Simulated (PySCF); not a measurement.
Choosing a molecule for a target property.

Species are written as SMILES; each is one conformer at its optimised geometry, gas phase, non-relativistic unless stated. Electronic properties by PySCF.

The conformers computed, where there is a choice (atom-mapped SMILES and torsion angles):
- `[CH:1]#[C:2][CH2:3][n:4]1[n:5][cH:6][cH:7][c:8]1[S:9][CH3:10]`: C2–C3–N4–N5 103°, C7–C8–S9–C10 -4°
- `[CH2:1]=[CH:2][N:3]([CH3:4])[CH2:5][CH3:6]`: C1–C2–N3–C4 -8°, C2–N3–C5–C6 78°
- `[CH3:1][P@:2](=[S:3])([CH:4]1[CH2:5][CH2:6]1)[C:7]([F:8])([F:9])[F:10]`: C1–P2–C4–C5 -15°, C1–P2–C7–F8 55°
- `[CH2:1]=[C:2]([CH3:3])[P@:4](=[O:5])([CH2:6][CH3:7])[CH2:8][PH2:9]`: C1–C2–P4–O5 -7°, C2–P4–C6–C7 69°, C2–P4–C8–P9 171°, H–P9–C8–P4 61°, H–P9–C8–P4 154°
- `[CH3:1][CH2:2][NH:3][CH:4]1[CH2:5][CH2:6]1`: C1–C2–N3–C4 66°, C2–N3–C4–C5 -164°
- `[CH3:1][C@:2]1([SiH2:3][F:4])[CH2:5][C@@H:6]([O:7][CH:8]=[O:9])[CH2:10]1`: C1–C2–Si3–F4 -178°, C5–C6–O7–C8 -166°, C6–O7–C8–O9 1°

Task: Wanted: dipole moment between 2 D and 4 D (PBE0/pcSseg-1) and HOMO energy above -6.5 eV (PBE0/pcSseg-1), at GFN2-xTB geometries. Which candidate meets both?
A. `C(C#C)n1nccc1SC`
B. `C=CN(C)CC`
C. `C[P@](=S)(C1CC1)C(F)(F)F`
D. `PC[P@](=O)(C(C)=C)CC`

Result: A. Computed values:
```
                 species  dipole moment  HOMO energy
               C=CN(C)CC         1.69 D     -5.53 eV
         C(C#C)n1nccc1SC         2.62 D     -6.16 eV
    PC[P@](=O)(C(C)=C)CC         3.71 D     -7.39 eV
C[P@](=S)(C1CC1)C(F)(F)F         4.69 D     -6.88 eV
```

Task: Wanted: smallest rotational constant above 2 GHz (GFN2-xTB) and HOMO–LUMO gap below 8 eV (PBE0/pcSseg-1), at GFN2-xTB geometries. Which candidate meets both?
A. `C=CN(C)CC`
B. `C#CCn1nccc1SC`
C. `CCNC1CC1`
D. `C[C@]1([SiH2]F)C[C@@H](OC=O)C1`

Result: A. Computed values:
```csv
species,smallest rotational constant,HOMO–LUMO gap
C[C@]1([SiH2]F)C[C@@H](OC=O)C1,0.544 GHz,8.28 eV
C#CCn1nccc1SC,0.709 GHz,6.35 eV
CCNC1CC1,1.912 GHz,7.50 eV
C=CN(C)CC,2.083 GHz,6.78 eV
```
